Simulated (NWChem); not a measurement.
Species: C2H4FNOSi; SMILES O[Si@@]1(F)C=NC1

```xyz
10

O      1.2249    -1.5120     0.0125
Si     0.0081    -0.4013     0.0066
F     -1.3271    -1.3123     0.0156
C     -0.0018     1.1163     1.1061
N     -0.0196     1.9413     0.1200
C     -0.0225     1.1183    -1.1163
H      2.1354    -1.2041     0.0178
H      0.0011     1.4735     2.1449
H     -0.9286     1.3082    -1.7139
H      0.8453     1.3552    -1.7529
```
Atoms are numbered in this order, from 1.

All runs: NWChem. Pople sets run with spherical d functions. All runs use the structure optimised with PBE0/def2-SVP. Atomic charges in e: unrestrained fits to the electrostatic potential beside Mulliken populations; buried atoms are poorly determined by the fit.

For level B3LYP/def2-SVP:

```yaml
ESP O1: -0.59
Mulliken O1: -0.36
ESP Si2: 0.67
Mulliken Si2: 0.79
Mulliken F3: -0.32
Mulliken N5: -0.19
```

Task: What are these values for level Hartree-Fock/6-31G*?

Result: 
| Property | Result |
|---|---|
| ESP O1 | -0.70 |
| Mulliken O1 | -0.87 |
| ESP Si2 | 0.87 |
| Mulliken Si2 | 1.37 |
| Mulliken F3 | -0.52 |
| Mulliken N5 | -0.38 |
